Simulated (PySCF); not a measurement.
Calculation: PySCF with TPSSh-D3(BJ)/def2-TZVP // r2SCAN-D4/def2-SVP. Isolated molecules, 0 K electronic values unless said otherwise. One relaxed conformer stands for a flexible species; it need not be the lowest. 

Reference species: [Nb(Cl)3(NH2)2] (neutral, multiplicity 1).

| Property | Result |
|---|---|
| LUMO | -3.82 eV |
| mean distance from the central atom to its bonded neighbours | 2.192 Å |
| coordination number | 5 |
| HOMO–LUMO gap | 3.81 eV |

Changed species: [Nb(Cl)4(NH2)] (1 of 5 Cl replaced by NH2; the reference has 2 of 5 Cl replaced by NH2).

**Question.** Predict the effect on the LUMO, mean distance from the central atom to its bonded neighbours, coordination number and HOMO–LUMO gap.

**Answer.** the LUMO drops by 0.62 eV, to -4.44 eV; the mean distance from the central atom to its bonded neighbours rises by 0.052 Å, to 2.244 Å; the coordination number is nearly the same; the HOMO–LUMO gap falls by 0.22 eV, to 3.59 eV.
